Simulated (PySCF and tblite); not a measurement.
Values are calculated unless marked as measured or tabulated.
System: C₄H₅B₂FO, numbered as in [BH2:1][c:2]1[cH:3][cH:4][o:5][c:6]1[BH:7][F:8].

For the rotation about the B7–C6 bond (torsion F8–B7–C6–C2 from 0° to 180°, rising): electronic barrier 7.50 kcal/mol, zero-point change -0.28 kcal/mol, thermal and entropy terms at 298.15 K a further 0.48 kcal/mol (symmetry numbers apart). The minimum is Cs, the saddle C1. Level: PBE0/pcSseg-1 + D3(BJ) on GFN2-xTB stationary points, with GFN2-xTB thermal terms. Rates follow Eyring's equation with the number of equivalent paths and no tunnelling. Run with tblite and PySCF.

How many equivalent paths lead out of the minimum?

2: the symmetry number of the minimum is 1, that of the saddle displaced along its mode 1, and the displaced saddle is chiral while the minimum is not, which doubles the count.

Work out the rate at 298.15 K.

ΔG‡ = 7.70 kcal/mol; k_B T/h = 6.2×10¹² s⁻¹; exp(−ΔG‡/RT) = 2.3×10⁻⁶; times 2 gives k = 2.8×10⁷ s⁻¹. Wigner's tunnelling factor for the 127i cm⁻¹ mode would be 1.02.
